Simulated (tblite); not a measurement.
Species: C₆H₈BClF₂.
Atom-mapped SMILES: `[CH3:1][C@@H:2](/[CH:3]=[CH:4]/[CH:5]=[CH:6]\[Cl:7])[B:8]([F:9])[F:10]` (hydrogens: H11, H12, H13 on C1; H14 on C2; H15 on C3; H16 on C4; H17 on C5; H18 on C6)

Computed with GFN2-xTB (tblite), gas phase: L-BFGS steps from a force-field or distance-geometry start until the largest atomic force falls under 0.01 eV/Å.

Geometry at step 1:
```
atom  x, y, z in Å
C1     -2.6075   -0.5261   -0.1293
C2     -1.3276    0.2281    0.2961
C3     -0.1138   -0.3730   -0.3710
C4      1.1287   -0.1664    0.0905
C5      2.2837   -0.7468   -0.5516
C6      3.5445   -0.5754   -0.1366
Cl7     3.9541    0.3738    1.2661
B8     -1.4373    1.8119   -0.0679
F9     -1.5802    2.1848   -1.3857
F10    -1.3641    2.7369    0.9467
H11    -2.7619   -0.4423   -1.2130
H12    -3.4755   -0.1051    0.3939
H13    -2.5233   -1.5827    0.1511
H14    -1.2177    0.1185    1.3870
H15    -0.2560   -0.9696   -1.2627
H16     1.2443    0.4353    0.9935
H17     2.1424   -1.3556   -1.4493
H18     4.3585   -1.0399   -0.6763
```

Problem. What forces act on the atoms?

Solution. 
```json
{"atom": "C1", "Fx (eV/Å)": "-0.081", "Fy (eV/Å)": "0.026", "Fz (eV/Å)": "0.072"}
{"atom": "C2", "Fx (eV/Å)": "-0.254", "Fy (eV/Å)": "0.249", "Fz (eV/Å)": "-0.151"}
{"atom": "C3", "Fx (eV/Å)": "0.236", "Fy (eV/Å)": "0.282", "Fz (eV/Å)": "0.257"}
{"atom": "C4", "Fx (eV/Å)": "-0.450", "Fy (eV/Å)": "-0.211", "Fz (eV/Å)": "-0.147"}
{"atom": "C5", "Fx (eV/Å)": "0.266", "Fy (eV/Å)": "0.188", "Fz (eV/Å)": "0.168"}
{"atom": "C6", "Fx (eV/Å)": "-0.235", "Fy (eV/Å)": "0.031", "Fz (eV/Å)": "0.055"}
{"atom": "Cl7", "Fx (eV/Å)": "0.021", "Fy (eV/Å)": "-0.377", "Fz (eV/Å)": "-0.534"}
{"atom": "B8", "Fx (eV/Å)": "0.084", "Fy (eV/Å)": "0.381", "Fz (eV/Å)": "-0.190"}
{"atom": "F9", "Fx (eV/Å)": "0.219", "Fy (eV/Å)": "-0.051", "Fz (eV/Å)": "2.356"}
{"atom": "F10", "Fx (eV/Å)": "-0.176", "Fy (eV/Å)": "-1.053", "Fz (eV/Å)": "-2.052"}
{"atom": "H11", "Fx (eV/Å)": "0.022", "Fy (eV/Å)": "-0.047", "Fz (eV/Å)": "0.396"}
{"atom": "H12", "Fx (eV/Å)": "0.209", "Fy (eV/Å)": "-0.127", "Fz (eV/Å)": "-0.240"}
{"atom": "H13", "Fx (eV/Å)": "-0.006", "Fy (eV/Å)": "0.271", "Fz (eV/Å)": "-0.157"}
{"atom": "H14", "Fx (eV/Å)": "0.021", "Fy (eV/Å)": "0.085", "Fz (eV/Å)": "-0.243"}
{"atom": "H15", "Fx (eV/Å)": "-0.156", "Fy (eV/Å)": "0.111", "Fz (eV/Å)": "0.059"}
{"atom": "H16", "Fx (eV/Å)": "0.248", "Fy (eV/Å)": "-0.227", "Fz (eV/Å)": "-0.351"}
{"atom": "H17", "Fx (eV/Å)": "-0.112", "Fy (eV/Å)": "0.258", "Fz (eV/Å)": "0.385"}
{"atom": "H18", "Fx (eV/Å)": "0.146", "Fy (eV/Å)": "0.214", "Fz (eV/Å)": "0.319"}
```

The largest, 2.37 eV/Å, acts on F9 (F10 within 3 % of it); the rms over all components is 0.500 eV/Å. The forces sum to zero within rounding, as they must for an isolated molecule in no field.

Problem. Give the force on F9 in Eh/bohr and in nN.

Solution. 2.367 eV/Å ÷ 51.422 = 0.04603 Eh/bohr, and 2.367 eV/Å × 1.602 = 3.79 nN.

Problem. How far is this geometry from the end of the optimisation?

Solution. 0.325 eV above it, and 0.365 Å rms away after alignment. The bonds farthest from their final lengths, with half the difference of the two atoms' forces along the bond (positive lengthens):

```json
{"bond": "B8–F9", "now (Å)": "1.377", "final (Å)": "1.317", "force along bond (eV/Å)": "-1.28"}
{"bond": "B8–F10", "now (Å)": "1.375", "final (Å)": "1.317", "force along bond (eV/Å)": "-1.18"}
{"bond": "C2–B8", "now (Å)": "1.629", "final (Å)": "1.591", "force along bond (eV/Å)": "+0.06"}
{"bond": "C6–Cl7", "now (Å)": "1.743", "final (Å)": "1.717", "force along bond (eV/Å)": "-0.32"}
{"bond": "C5–H17", "now (Å)": "1.094", "final (Å)": "1.082", "force along bond (eV/Å)": "-0.08"}
{"bond": "C1–H11", "now (Å)": "1.098", "final (Å)": "1.087", "force along bond (eV/Å)": "-0.17"}
```

The angle farthest from its final value is F9–B8–F10, 122.0° against 113.9°.

Of the 6 listed bonds off by 0.010 Å or more, this force points towards the final length in 5.

What follows is the cost of the whole relaxation. On one thread, Arm Neoverse V2 (aarch64) (shared host), this took 0.95 s of wall time.
